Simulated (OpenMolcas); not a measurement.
# Tm2+: effect of the metal basis and ligand basis

Tm2+ with 6 ligands (chloride) in octahedral coordination (Oh) at 2.79 Å. A charge of +0.667 e stands 2.8 Å behind each ligand.

```json
{"Program": "OpenMolcas 26.06", "Method": "SS-CASPT2, IPEA 0.25 Eh, imaginary shift 0.1 Eh (closed shells correlated: 5s 5p and the ligand valence shells)", "Spin-orbit coupling": "state interaction with AMFI integrals over the reference wave functions"}
```

Fixed: active space 13 electrons in 7 orbitals (4f), DKH2 Hamiltonian.

States (labels of O, the rotations of Oh). Energies in cm-1 above the lowest state or level, χT in cm3 K/mol; under a threefold ground state the first gap can be a small split of the lowest multiplet, not the spin-orbit step.

```
Run   Metal basis  Ligand basis  Ground state  First state of that spin  First gap with spin-orbit (degeneracies)  Width of lowest J  χT at 300 K                     Cost
  A  ANO-RCC-VDZP  ANO-RCC-VDZP           2T1                   2T2 120                                 78 (2, 4)                190        2.544  roughly 28 core-seconds
  B  ANO-RCC-VTZP  ANO-RCC-VTZP           2T1                   2T2 130                                 81 (2, 4)                184        2.544   roughly 4 core-minutes
```

Against A, the width of the lowest J multiplet changes by -3.2 % in B.

Costs are those of the CASPT2 steps.

Roots that are degenerate in the reference are averaged as groups; the widest CASPT2 spread within a group is 25 cm-1 (the 3-fold group of multiplicity 2 near 124 cm-1 above the lowest state of its run, A). Shifts and gaps below about the spread of the groups concerned are not significant. Over all roots computed the reference weight is 0.64 in A, 0.60 in B; a low but even weight reflects the number of correlated electrons. Splittings of an f shell from a small cluster at a set distance can be off by tens of per cent, mostly too small. No measured value stands beside these numbers; the geometry is a model, was not optimised and need not be the one that this ion takes.
